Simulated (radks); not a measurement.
Question: The mean radii <r> (bohr) of the occupied orbitals of an atom or ion are listed with their occupations. All-electron calculation, Dirac Kohn-Sham, Wu-Cohen GGA, spin-unpolarised, spherical densities, point nucleus. Program: a radial shooting solver on a logarithmic mesh with Libxc functionals.

| orbital | occ. | <r> |
|---|---|---|
| 1s1/2 | 2 | 0.04691 |
| 2s1/2 | 2 | 0.2013 |
| 2p1/2 | 2 | 0.1721 |
| 2p3/2 | 2 | 0.1753 |

Name the element and its charge. Open shells, if any, fill j = l - 1/2 first.

Answer: Z = 32, germanium, charge +24: Ge24+ in [He] 2s2 2p4. The 1s radius gives Z: for a bare nucleus <r> = (2 gamma + 1)/(2Z) with gamma = sqrt(1 - (Z/c)^2), 0.04601 bohr for Z = 32, and screening makes it slightly larger (0.04691 here). The occupations add up to 8, and the charge is Z minus that.
